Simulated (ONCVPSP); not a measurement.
# selenium: one change to an ONCV potential, before and after

- Element: Se
- Generator: ONCVPSP 4.0.1
- Type: optimised norm-conserving Vanderbilt (ONCV)
- Functional: PBE
- Relativity: scalar-relativistic
- Frozen core: [Ar] 3d10
- Valence charge: 6
- Reference configuration: 4s2 4p4
- Partial waves: 4s: rc 1.60 bohr, ncon 4, nbas 7, qcut 4.7 1/bohr, 2 projectors, debl 0.6 Ha; 4p: rc 1.60 bohr, ncon 3, nbas 6, qcut 4.4 1/bohr, 2 projectors, debl 2.3 Ha; d scattering state at 0.3 Ha: rc 1.70 bohr, ncon 4, nbas 8, qcut 6.6 1/bohr, 2 projectors, debl 2 Ha
- Local potential: polynomial inside 1.10 bohr (lpopt 5, dvloc0 4 Ha)
- Core correction: none

In the s channel the program set the typed energies aside and used -0.635, 0.250 Ha.

Change: core correction Teter function, fcfact 4.25, rcfact 1.3.

Cutoffs: the cutoffs (Ha) at which the residual kinetic energy of the hardest occupied pseudo-wave falls to 1 and 0.1 mHa per electron; they do not see the model core or the augmentation charge, which bear on the density cutoff. Errors are all-electron minus pseudo energies relative to the spin-unpolarised reference configuration.

**Question.** What does the change do?

**Answer.** The potential gets neither clearly harder nor softer (12 Ha and 37 Ha → 12 Ha and 37 Ha); both files keep a bound ghost (d); of the 4 tests that both files solve, the error grows in 0 and shrinks in 3 by more than 15 % and 0.3 meV (median size 14.4 → 9.1 meV). Exchange and correlation are not linear in the density, so unscreening with the valence charge alone errs where core and valence overlap; a model core restores that term. A model core, the more so a compact one, raises the density cutoff, which this test does not measure.

```csv
quantity,base,changed
"cutoff, loose",12 Ha,12 Ha
"cutoff, tight",37 Ha,37 Ha
bound ghosts,d,d
GHOST(+) flags under 300 eV,s at 108.4 eV,s at 108.4 eV
"error for 4s2 4p3, meV [ΔE 10.85 eV]",-4.5,-2.4
"error for 4s2 4p2, meV [ΔE 31.19 eV]",-24,-16
"error for 4s2 4p1, meV [ΔE 62.06 eV]",-65,-59
"error for 4s2 4p3.5, meV [ΔE 4.31 eV]",-1.0,-0.6
s: phases at 1.62 bohr within 0.05 rad from the reference energy up to (Ha; the scan ends near 5),3.4,3.4
p: phases at 1.62 bohr within 0.05 rad from the reference energy up to (Ha; the scan ends near 5),to the end of the scan,to the end of the scan
d: phases at 1.72 bohr within 0.05 rad from the reference energy up to (Ha; the scan ends near 5),to the end of the scan,to the end of the scan
```

Base: The cutoffs count occupied waves only; projector 2 of the d channel, the hardest unoccupied one, needs 104 Ha at the loose tolerance. Changed file: The cutoffs count occupied waves only; projector 2 of the d channel, the hardest unoccupied one, needs 104 Ha at the loose tolerance. A true bound ghost makes a file unfit for plane-wave use even where its test errors are small: the radial tests pick states by their node count and pass the ghost by.
